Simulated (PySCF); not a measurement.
PySCF input (CCSD(T)/cc-pVDZ):

```python
from pyscf import gto, scf, mp, cc as ccmod

mol = gto.M(
    atom='''
    O    -0.05243509    0.00677906   -1.03625493
    S    -0.02593212   -0.01703994    0.60328941
    H     0.83439461    0.21840646   -1.36259117
    ''',
    basis='cc-pvdz',
    charge=0,
    spin=1,
    verbose=4,
)

mf = scf.UHF(mol)
mf.conv_tol = 1e-10
mf.max_cycle = 100
mf.kernel()
mo, _, stable, _ = mf.stability(return_status=True)
if not stable:
    mf.kernel(mf.make_rdm1(mo, mf.mo_occ))
mp2 = mp.MP2(mf, frozen=6).run()
cc = ccmod.CCSD(mf, frozen=6)
cc.max_cycle = 100
cc.kernel()
et = cc.ccsd_t()
print(f'E(CCSD(T)) = {cc.e_tot + et:.9f}')
```

Output:

```
PySCF version 2.14.0

[INPUT] verbose = 4
[INPUT] num. atoms = 3
[INPUT] num. electrons = 25
[INPUT] charge = 0
[INPUT] spin (= nelec alpha-beta = 2S) = 1
[INPUT] symmetry False subgroup None
[INPUT] Mole.unit = angstrom
[INPUT] Symbol           X                Y                Z      unit          X                Y                Z       unit  Magmom
[INPUT]  1 O     -0.052435090000   0.006779060000  -1.036254930000 AA   -0.099087959417   0.012810566782  -1.958238012930 Bohr   0.0
[INPUT]  2 S     -0.025932120000  -0.017039940000   0.603289410000 AA   -0.049004604629  -0.032200819779   1.140051758750 Bohr   0.0
[INPUT]  3 H      0.834394610000   0.218406460000  -1.362591170000 AA    1.576777292713   0.412728393236  -2.574924131051 Bohr   0.0

nuclear repulsion = 49.5971028644665
number of shells = 13
number of NR pGTOs = 74
number of NR cGTOs = 37
basis = cc-pvdz
ecp = {}

******** <class 'pyscf.scf.uhf.UHF'> ********
method = UHF
initial guess = minao
damping factor = 0
level_shift factor = 0
DIIS = <class 'pyscf.scf.diis.CDIIS'>
diis_start_cycle = 1
diis_space = 8
diis_damp = 0
SCF conv_tol = 1e-10
SCF conv_tol_grad = None
SCF max_cycles = 100
direct_scf = True
direct_scf_tol = 1e-13
number electrons alpha = 13  beta = 12
Set gradient conv threshold to 1e-05
init E= -472.910453313507
  alpha nocc = 13  HOMO = -0.229497702344789  LUMO = 0.0149007665018583
  beta  nocc = 12  HOMO = -0.25368529630731  LUMO = -0.229497702344789

WARN: HOMO -0.229497702344789 >= LUMO -0.229497702344789

cycle= 1 E= -472.897138161906  delta_E= 0.0133  |g|= 0.229  |ddm|= 1.22
  alpha nocc = 13  HOMO = -0.38742930635114  LUMO = 0.13608401613822
  beta  nocc = 12  HOMO = -0.366178819513918  LUMO = 0.0147301776318831
  HOMO = -0.366178819514  LUMO = 0.0147301776319  gap/eV = 10.36506
cycle= 2 E= -472.924274757205  delta_E= -0.0271  |g|= 0.0715  |ddm|= 0.213
  alpha nocc = 13  HOMO = -0.377267408622759  LUMO = 0.145795552910258
  beta  nocc = 12  HOMO = -0.357436285201825  LUMO = 0.0299402068677024
  HOMO = -0.357436285202  LUMO = 0.0299402068677  gap/eV = 10.54105
cycle= 3 E= -472.927484052485  delta_E= -0.00321  |g|= 0.0397  |ddm|= 0.0664
  alpha nocc = 13  HOMO = -0.378732450149946  LUMO = 0.151970601107405
  beta  nocc = 12  HOMO = -0.359396407021164  LUMO = 0.0354484324227222
  HOMO = -0.359396407021  LUMO = 0.0354484324227  gap/eV = 10.74428
cycle= 4 E= -472.928538852362  delta_E= -0.00105  |g|= 0.0131  |ddm|= 0.0326
  alpha nocc = 13  HOMO = -0.379891981338047  LUMO = 0.151415457195645
  beta  nocc = 12  HOMO = -0.360660506356313  LUMO = 0.0373669843423596
  HOMO = -0.360660506356  LUMO = 0.0373669843424  gap/eV = 10.83088
cycle= 5 E= -472.928908362773  delta_E= -0.00037  |g|= 0.00733  |ddm|= 0.0222
  alpha nocc = 13  HOMO = -0.379784014697796  LUMO = 0.15200499115933
  beta  nocc = 12  HOMO = -0.36018198905843  LUMO = 0.0386210158777383
  HOMO = -0.360181989058  LUMO = 0.0386210158777  gap/eV = 10.85198
cycle= 6 E= -472.929067740409  delta_E= -0.000159  |g|= 0.00316  |ddm|= 0.0187
  alpha nocc = 13  HOMO = -0.380462349545644  LUMO = 0.152164794584141
  beta  nocc = 12  HOMO = -0.360446565876949  LUMO = 0.0384985448867559
  HOMO = -0.360446565877  LUMO = 0.0384985448868  gap/eV = 10.85585
cycle= 7 E= -472.929097351217  delta_E= -2.96e-05  |g|= 0.000866  |ddm|= 0.0101
  alpha nocc = 13  HOMO = -0.380283512766279  LUMO = 0.152260749812795
  beta  nocc = 12  HOMO = -0.360184973915536  LUMO = 0.0386978573848595
  HOMO = -0.360184973916  LUMO = 0.0386978573849  gap/eV = 10.85415
cycle= 8 E= -472.929098816241  delta_E= -1.47e-06  |g|= 0.000299  |ddm|= 0.0021
  alpha nocc = 13  HOMO = -0.380321654206106  LUMO = 0.152246895877814
  beta  nocc = 12  HOMO = -0.360234516689689  LUMO = 0.03866673549097
  HOMO = -0.36023451669  LUMO = 0.038666735491  gap/eV = 10.85466
cycle= 9 E= -472.92909898328  delta_E= -1.67e-07  |g|= 0.000143  |ddm|= 0.000643
  alpha nocc = 13  HOMO = -0.380309594456314  LUMO = 0.152248419305911
  beta  nocc = 12  HOMO = -0.360243788599794  LUMO = 0.0386751979443778
  HOMO = -0.3602437886  LUMO = 0.0386751979444  gap/eV = 10.85514
cycle= 10 E= -472.929099032646  delta_E= -4.94e-08  |g|= 6.63e-05  |ddm|= 0.00037
  alpha nocc = 13  HOMO = -0.380304880864772  LUMO = 0.152251066427783
  beta  nocc = 12  HOMO = -0.360247147958716  LUMO = 0.0386748898978815
  HOMO = -0.360247147959  LUMO = 0.0386748898979  gap/eV = 10.85522
cycle= 11 E= -472.929099045834  delta_E= -1.32e-08  |g|= 2.91e-05  |ddm|= 0.000221
  alpha nocc = 13  HOMO = -0.380306929402034  LUMO = 0.152249613812794
  beta  nocc = 12  HOMO = -0.360248401610728  LUMO = 0.038673462180808
  HOMO = -0.360248401611  LUMO = 0.0386734621808  gap/eV = 10.85522
cycle= 12 E= -472.929099048596  delta_E= -2.76e-09  |g|= 1.42e-05  |ddm|= 0.000107
  alpha nocc = 13  HOMO = -0.380307221365124  LUMO = 0.152248559402174
  beta  nocc = 12  HOMO = -0.36024725303226  LUMO = 0.0386739818912134
  HOMO = -0.360247253032  LUMO = 0.0386739818912  gap/eV = 10.85520
cycle= 13 E= -472.929099049228  delta_E= -6.32e-10  |g|= 6.58e-06  |ddm|= 5.39e-05
  alpha nocc = 13  HOMO = -0.380307406882234  LUMO = 0.152248626537222
  beta  nocc = 12  HOMO = -0.360247014977139  LUMO = 0.0386742950606043
  HOMO = -0.360247014977  LUMO = 0.0386742950606  gap/eV = 10.85520
cycle= 14 E= -472.929099049364  delta_E= -1.36e-10  |g|= 3.59e-06  |ddm|= 2.52e-05
  alpha nocc = 13  HOMO = -0.380307542524176  LUMO = 0.152248253779851
  beta  nocc = 12  HOMO = -0.360247150560476  LUMO = 0.0386740688670226
  HOMO = -0.36024715056  LUMO = 0.038674068867  gap/eV = 10.85520
cycle= 15 E= -472.929099049407  delta_E= -4.24e-11  |g|= 1.71e-06  |ddm|= 1.42e-05
  alpha nocc = 13  HOMO = -0.380307375500981  LUMO = 0.152248390732411
  beta  nocc = 12  HOMO = -0.36024701066161  LUMO = 0.0386741360848823
  HOMO = -0.360247010662  LUMO = 0.0386741360849  gap/eV = 10.85520
Extra cycle  E= -472.929099049415  delta_E= -7.96e-12  |g|= 1.29e-06  |ddm|= 3.48e-06
converged SCF energy = -472.929099049415  <S^2> = 0.7609357  2S+1 = 2.010906
uhf_internal: lowest eigs of H = [0.03264877 0.22567063 0.38278779]
<class 'pyscf.scf.uhf.UHF'> wavefunction is stable in the internal stability analysis

******** <class 'pyscf.mp.ump2.UMP2'> ********
nocc = (np.int64(7), np.int64(6)), nmo = (31, 31)
frozen orbitals 6
E(UMP2) = -473.228153789574  E_corr = -0.299054740159229
E(SCS-UMP2) = -473.220518543339  E_corr = -0.291419493924229
E_corr(same-spin) = -0.0778225318463606
E_corr(oppo-spin) = -0.221232208312868

******** <class 'pyscf.cc.uccsd.UCCSD'> ********
CC2 = 0
CCSD nocc = (np.int64(7), np.int64(6)), nmo = (31, 31)
frozen orbitals 6
max_cycle = 100
direct = 0
conv_tol = 1e-07
conv_tol_normt = 1e-06
diis_space = 6
diis_start_cycle = 0
diis_start_energy_diff = 1e+09
Init t2, MP2 energy = -0.29905473713745
Init E_corr(UCCSD) = -0.299054737139824
cycle = 1  E_corr(UCCSD) = -0.307949420185936  dE = -0.00889468305  norm(t1,t2) = 0.0785305
cycle = 2  E_corr(UCCSD) = -0.316934983445904  dE = -0.00898556326  norm(t1,t2) = 0.0248501
cycle = 3  E_corr(UCCSD) = -0.317830214337092  dE = -0.000895230891  norm(t1,t2) = 0.0180688
cycle = 4  E_corr(UCCSD) = -0.320165107848439  dE = -0.00233489351  norm(t1,t2) = 0.0103767
cycle = 5  E_corr(UCCSD) = -0.320041156909077  dE = 0.000123950939  norm(t1,t2) = 0.00444104
cycle = 6  E_corr(UCCSD) = -0.319929158652543  dE = 0.000111998257  norm(t1,t2) = 0.00104892
cycle = 7  E_corr(UCCSD) = -0.319974119136274  dE = -4.49604837e-05  norm(t1,t2) = 0.000394808
cycle = 8  E_corr(UCCSD) = -0.319971810843186  dE = 2.30829309e-06  norm(t1,t2) = 0.000128083
cycle = 9  E_corr(UCCSD) = -0.319969182185667  dE = 2.62865752e-06  norm(t1,t2) = 5.12215e-05
cycle = 10  E_corr(UCCSD) = -0.319969531544358  dE = -3.49358691e-07  norm(t1,t2) = 1.85529e-05
cycle = 11  E_corr(UCCSD) = -0.319969667980197  dE = -1.36435839e-07  norm(t1,t2) = 7.97476e-06
cycle = 12  E_corr(UCCSD) = -0.319969796163882  dE = -1.28183685e-07  norm(t1,t2) = 4.15247e-06
cycle = 13  E_corr(UCCSD) = -0.319969648006762  dE = 1.4815712e-07  norm(t1,t2) = 1.49129e-06
cycle = 14  E_corr(UCCSD) = -0.319969616895194  dE = 3.11115679e-08  norm(t1,t2) = 4.81222e-07
UCCSD converged
E(UCCSD) = -473.2490686663098  E_corr = -0.3199696168951936
UCCSD(T) correction = -0.00787219586529055
E(CCSD(T)) = -473.256940862
```

It need not be the lowest isomer of its formula.
